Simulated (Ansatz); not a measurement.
Zn2Br4, relaxed as a singlet with RKS r2SCAN-D4/def2-SVP in Ansatz, starting from the GFN1-xTB geometry. Force threshold 0.02 eV/Å.

The structure comes from a short search, and lower isomers may exist.

Start:

Cartesian coordinates in Å:
```
Zn 0.760 -0.649 -2.323
Zn -0.664 0.624 2.108
Br 0.627 -1.640 -4.346
Br 1.070 0.344 -0.288
Br 0.881 1.279 3.650
Br -2.675 0.042 1.199
```

(1) Estimate the energy that the relaxation releases and the steps that it takes.

(2) Does the start keep its bonding and symmetry?

(3) Predict the relaxed structure.

Answers

(1) 1.06 eV, in 18 steps; 84 s on 4 threads of Arm Neoverse V1 on a shared host. The force fell under the threshold at step 13, but the optimiser went on. No frequencies were taken in this run, so the end may be a saddle point.

(2) Bonds formed: Zn1–Br6 (atoms count from 1). The end is the same structure that another start reached, the lowest one found.

(3) 
```xyz
6

Zn   -0.060   -0.545   -1.511
Zn    0.062    0.548    1.510
Br   -0.139   -1.313   -3.616
Br    1.769    0.410   -0.219
Br    0.137    1.301    3.620
Br   -1.769   -0.401    0.215
```
Bond lengths (bridged metal pairs left out): 6 × Br–Zn 2.24 to 2.44 Å.
